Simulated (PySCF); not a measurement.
B(F)2(tBu), C4H9BF2, SMILES CC(C)(C)B(F)F, GFN2-xTB optimised geometry.

```
16

B      0.78     1.08     0.00
F      2.10     1.08     0.00
F      0.26     2.29     0.00
C     -0.08    -0.25     0.06
C     -1.52    -0.02    -0.42
C      0.56    -1.37    -0.78
C     -0.13    -0.71     1.53
H     -2.10    -0.94    -0.32
H     -1.53     0.27    -1.47
H     -2.00     0.76     0.16
H      0.58    -1.10    -1.83
H      1.58    -1.55    -0.46
H      0.00    -2.29    -0.67
H      0.88    -0.90     1.91
H     -0.59     0.04     2.16
H     -0.70    -1.63     1.61
```

Density from PBE0/def2-TZVP (PySCF) at that geometry.

Minimum of the electron density along straight lines between bonded atoms, close to the bond critical point (lines longer than 1.1 times the sum of covalent radii, or with two minima, are not listed):

| bond | length / Å | ρ at the minimum / e bohr⁻³ | ∇²ρ there / e bohr⁻⁵ | position (fraction from the first atom) |
|---|---|---|---|---|
| B1–F2 | 1.318 | 0.207 | 1.30 | 0.34 |
| B1–F3 | 1.318 | 0.208 | 1.31 | 0.34 |
| B1–C4 | 1.596 | ___ | -0.50 | 0.34 |
| C4–C5 | 1.535 | 0.241 | -0.58 | 0.50 |
| C4–C6 | 1.537 | 0.240 | -0.57 | 0.50 |
| C4–C7 | 1.544 | 0.235 | -0.55 | 0.50 |
| C5–H8 | 1.088 | 0.279 | -0.95 | 0.64 |
| C5–H9 | 1.087 | 0.279 | -0.96 | 0.64 |
| C5–H10 | 1.087 | 0.280 | -0.96 | 0.64 |
| C6–H11 | 1.087 | 0.279 | -0.96 | 0.64 |
| C6–H12 | 1.087 | 0.280 | -0.96 | 0.64 |
| C6–H13 | 1.088 | 0.279 | -0.95 | 0.64 |
| C7–H14 | 1.087 | 0.280 | -0.96 | 0.64 |
| C7–H15 | 1.088 | 0.280 | -0.96 | 0.64 |
| C7–H16 | 1.088 | 0.279 | -0.95 | 0.64 |

Question: Complete the blanks.

Answer: 
- B1–C4, ρ at the minimum / e bohr⁻³: 0.194
